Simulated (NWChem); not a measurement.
## Total energies of Sn

```xyz
1

Sn     0.0000     0.0000     0.0000
```
Charge 0, spin multiplicity 3.

Program: NWChem.

Basis set: def2-SVP (26 functions).

```json
[
 {"method": "UHF", "total energy (Ha)": "-213.33613"},
 {"method": "UMP2", "total energy (Ha)": "-213.39227"},
 {"method": "UB2PLYP", "total energy (Ha)": "-213.97636"},
 {"method": "UPBE", "total energy (Ha)": "-214.24400"},
 {"method": "UB3LYP", "total energy (Ha)": "-214.32235"},
 {"method": "UM06-2X", "total energy (Ha)": "-214.19150"}
]
```

Total energies of different functionals aren't comparable as a measure of quality: only differences taken within one method are. 

Effective core potentials replace the inner electrons of Sn; spin-orbit coupling is left out. The correlated methods keep 4 core orbitals frozen. B3LYP has NWChem's definition, with VWN1-RPA local correlation. No SCF solution was tested for a lower state. Open-shell Hartree-Fock references start from PBE0 orbitals.
